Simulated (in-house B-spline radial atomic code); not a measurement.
What moves the levels of neutral strontium ([Kr] 5s2)? Method: Dirac-Hartree-Fock, average of configuration, Fermi nucleus of rms radius 4.2569 fm. Calculated with an all-electron radial atomic-structure program (B-spline basis).

Baseline run (computed): total energy -3178.0804 hartree, 1s1/2 at -595.624 hartree, 5s1/2 at -4.9324 eV with <r> = 4.564 bohr.

Changing the nucleus:

| nucleus | ΔE (eV) |
| --- | --- |
| Fermi nucleus of rms radius 4.2561 fm, A = 78 | -0.000315 |
| Fermi nucleus of rms radius 4.2586 fm, A = 79 | 0.000669 |
| Fermi nucleus of rms radius 4.2562 fm, A = 80 | -0.000275 |
| Fermi nucleus of rms radius 4.2547 fm, A = 81 | -0.000865 |
| Fermi nucleus of rms radius 4.2478 fm, A = 82 | -0.00358 |
| Fermi nucleus of rms radius 4.2455 fm, A = 83 | -0.00448 |
| Fermi nucleus of rms radius 4.2394 fm, A = 84 | -0.00687 |
| Fermi nucleus of rms radius 4.2304 fm, A = 85 | -0.0104 |
| Fermi nucleus of rms radius 4.2307 fm, A = 86 | -0.0103 |
| Fermi nucleus of rms radius 4.2249 fm, A = 87 | -0.0125 |
| Fermi nucleus of rms radius 4.224 fm, A = 88 | -0.0129 |
| Fermi nucleus of rms radius 4.2407 fm, A = 89 | -0.00636 |
| Fermi nucleus of rms radius 4.2611 fm, A = 90 | 0.00165 |
| Fermi nucleus of rms radius 4.274 fm, A = 91 | 0.00674 |
| Fermi nucleus of rms radius 4.2924 fm, A = 92 | 0.014 |
| Fermi nucleus of rms radius 4.3026 fm, A = 93 | 0.0181 |
| Fermi nucleus of rms radius 4.3191 fm, A = 94 | 0.0246 |
| Fermi nucleus of rms radius 4.3305 fm, A = 95 | 0.0292 |
| Fermi nucleus of rms radius 4.3522 fm, A = 96 | 0.0379 |
| Fermi nucleus of rms radius 4.3625 fm, A = 97 | 0.042 |
| Fermi nucleus of rms radius 4.4377 fm, A = 98 | 0.0725 |
| Fermi nucleus of rms radius 4.4495 fm, A = 99 | 0.0773 |
| Fermi nucleus of rms radius 4.464 fm, A = 100 | 0.0833 |

A larger nucleus binds the electrons less, roughly as the density at the nucleus times the change of the nuclear <r²>. The reference is A = 77.
